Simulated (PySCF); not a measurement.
BH5O4Ti, SMILES [OH][Ti]([O]B)([OH])[OH], multiplicity 1. Atoms are numbered in the order given.

```xyz
11

O      1.3425     0.7458     0.0693
Ti    -0.3165    -0.0369    -0.0270
O     -0.1030    -1.8048    -0.0930
H     -0.1647    -2.5123     0.5598
O     -1.1535     0.5113    -1.5058
H     -1.3984     0.0434    -2.3133
O     -1.2394     0.4044     1.4372
H     -2.0539     0.9105     1.5459
B      2.6607     0.5287     0.2030
H      3.4153     1.4829     0.2245
H      3.0880    -0.6093     0.3008
```

The structure is a stationary point at r2SCAN-D4/def2-SVP. The multiplicity is an assumed one; other spin states were not compared. One conformer was computed; it need not be the lowest.

Two levels are set side by side: PBE/pcSseg-1 (PySCF) and KT2/pcSseg-1 (PySCF). GIAO shifts against BF3 (¹¹B), H2O (¹⁷O), TMS (¹H) at the same level; non-relativistic, no solvent, atoms listed together averaged. Differences are taken from unrounded values.

```
quantity              KT2    PBE  PBE minus KT2
------------------  -----  -----  -------------
δ(¹⁷O) of O1 (ppm)  464.2  479.8           15.6
δ(¹¹B) of B9 (ppm)   36.6   38.9            2.2
```

Rough cost on one machine, each run with all the roots and properties that it gave: KT2 against PBE within a factor of 2.
